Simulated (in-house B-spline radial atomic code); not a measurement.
**Br XXXIII (Br32+): [He] 2s1**

All numbers are computed (non-relativistic BHandHLYP, spin-polarised, spherical fractional occupations; point nucleus) with a radial B-spline atomic code at the basis-set limit, not measured.

Screening seen three ways: the hydrogenic charge with the same mean radius, Z_r = [3n² - l(l+1)]/(2<r>), the one with the same energy, Z_e = n√(-2ε), and Slater's rules. Values are occupation-weighted means over spin.

```csv
shell,electrons,ε (eV),<r> (bohr),Z_r,Z_e,Slater
1s,2,-15783,0.04337,34.59,34.06,34.70
2s,1,-3769.9,0.1777,33.77,33.29,33.30
```

The least bound orbital is 2s up at -3770 eV, and it is also the most diffuse (<r> = 0.1777 bohr).
